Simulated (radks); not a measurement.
Q: Pd II, configuration [Kr] 4d9 (the NIST ground configuration). All-electron calculation, non-relativistic Kohn-Sham, PBE, spin-unpolarised, spherical densities, point nucleus; relativity is left out, which matters for an element this heavy. Program: a radial shooting solver on a logarithmic mesh with Libxc functionals. Some entries of the table are withheld. Estimate them.

| orbital | occ. | eigenvalue (eV) | <r> (bohr) | r(max) (bohr) |
|---|---|---|---|---|
| 1s | 2 | -23445.59 | 0.03310 | 0.02191 |
| 2s | 2 | -3364.525 | 0.1438 | 0.1218 |
| 2p | 6 | -3125.709 | 0.1229 | 0.09559 |
| 3s | 2 | -612.8297 | 0.3918 | 0.3535 |
| 3p | 6 | -517.4052 | 0.3842 | (1) |
| 3d | 10 | -341.2983 | 0.3573 | (2) |
| 4s | 2 | -90.0590 | 0.9757 | 0.8772 |
| 4p | 6 | -60.6483 | 1.054 | 0.9208 |
| 4d | 9 | -14.8289 | (3) | 1.081 |

A: 
(1) 3p r(max) (bohr): 0.3402
(2) 3d r(max) (bohr): 0.2827
(3) 4d <r> (bohr): 1.447
